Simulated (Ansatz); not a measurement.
`[F][Mo](=[S])(=[S])[Cl]` and `[OH][Mo](=[S])(=[S])[Cl]` differ in one atom or group.

Ansatz, PBE0-D4/def2-TZVP geometries, multiplicity 1. Each molecule was computed in one conformer, which needn't be the lowest.

Elements past krypton have def2 core potentials.

| property | `[F][Mo](=[S])(=[S])[Cl]` |
| --- | --- |
| LUMO energy (PBE/def2-TZVPP) / eV | -4.46 |
| HOMO energy (PBE0/def2-TZVPP) / eV | -7.82 |
| HOMO energy (PBE/def2-TZVPP) / eV | -6.70 |
| HOMO–LUMO gap (PBE/def2-TZVPP) / eV | 2.24 |
| HOMO energy (B3LYP/def2-TZVPP) / eV | -7.58 |
| LUMO energy (PBE0/def2-TZVPP) / eV | -3.83 |

(1) What does the change do to each property? (Best estimate.)

Results:

(1) The calculation gave: 
```
                           property  `[OH][Mo](=[S])(=[S])[Cl]`  shift
  LUMO energy (PBE/def2-TZVPP) / eV                       -4.06   0.40
 HOMO energy (PBE0/def2-TZVPP) / eV                       -7.55   0.27
  HOMO energy (PBE/def2-TZVPP) / eV                       -6.44   0.26
HOMO–LUMO gap (PBE/def2-TZVPP) / eV                        2.38   0.14
HOMO energy (B3LYP/def2-TZVPP) / eV                       -7.31   0.27
 LUMO energy (PBE0/def2-TZVPP) / eV                       -3.45   0.38
```

With PBE0 the HOMO rises by 0.27 eV and the LUMO rises by 0.38 eV, so the gap widens by about 0.11 eV. PBE moves the HOMO by 0.26 eV and ωB97M-V by 0.26 eV. The zero-point energy changes by 29.3 kJ/mol with +3 modes.

B3LYP here is the variant with VWN-RPA as its local correlation; programs differ in this.
